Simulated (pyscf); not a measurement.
`[GeH3][GeH2][GeH3]`, singlet

Gas-phase minimum from PySCF at ωB97X-D3(BJ)/def2-SVP, one conformer. 

```xyz
11

Ge    -1.4510    -1.2347    -0.4225
Ge     0.2199    -0.2845    -1.8649
Ge     0.7803     1.9177    -1.0831
H     -0.9107    -1.3118     1.0149
H     -1.8513    -2.6476    -0.8757
H     -2.7033    -0.3426    -0.4233
H      1.4751    -1.1738    -1.8684
H     -0.3148    -0.2080    -3.3053
H     -0.4774     2.8022    -1.0820
H      1.3172     1.8353     0.3553
H      1.8470     2.5778    -1.9709
```

Bonded distances (Å): Ge1–Ge2 2.403, Ge1–H4 1.538, Ge1–H5 1.537, Ge1–H6 1.538, Ge2–Ge3 2.403, Ge2–H7 1.538, Ge2–H8 1.538, Ge3–H9 1.538, Ge3–H10 1.538, Ge3–H11 1.537. Bond angles (°): Ge2–Ge1–H4 109.7, Ge2–Ge1–H5 111.6, Ge2–Ge1–H6 109.7, H4–Ge1–H5 108.7, H4–Ge1–H6 108.4, H5–Ge1–H6 108.7, Ge1–Ge2–Ge3 109.2, Ge1–Ge2–H7 109.9, Ge1–Ge2–H8 109.9, Ge3–Ge2–H7 109.9, Ge3–Ge2–H8 109.9, H7–Ge2–H8 108.1, Ge2–Ge3–H9 109.7, Ge2–Ge3–H10 109.7 (the first ones only).

Properties at ωB97X-D3(BJ)/def2-SVP:

| Item | Value |
|---|---|
| Harmonic wavenumbers, unscaled | 62, 69, 79, 261, 307, 309, 409, 426, 513, 536, 661, 678, 820, 832, 889, 905, 907, 909, 910, 2166, 2169, 2177, 2179, 2182, 2183, 2185, 2185 cm⁻¹ |
| Zero-point energy | 39.9 kcal/mol |
| Rotational symmetry number | 2 |
| Entropy of this conformer at 298 K and 1 atm, rigid rotor and harmonic oscillator, modes under 100 cm⁻¹ raised to 100 | 374.5 J/(mol K) |
| Dipole moment | 0.11 D |

Single-point totals, which compare only within one level:

| level | total energy (hartree) |
|---|---|
| ωB97X-D3(BJ)/def2-TZVP | -6235.71360 |
| PBE/def2-TZVP | -6234.85198 |
| r²SCAN/def2-TZVP | -6235.79018 |
| B3LYP-D3(BJ)/def2-TZVP | -6235.98622 |
| PBE0-D3(BJ)/def2-TZVP | -6235.03586 |
| M06-2X/def2-TZVP | -6235.80081 |
| ωB97M-D3(BJ)/def2-TZVP | -6235.87610 |

Soft torsions are taken as harmonic, which can shift the entropy by several J/(mol K). Elements up to Kr have no core potential and no relativistic terms here.
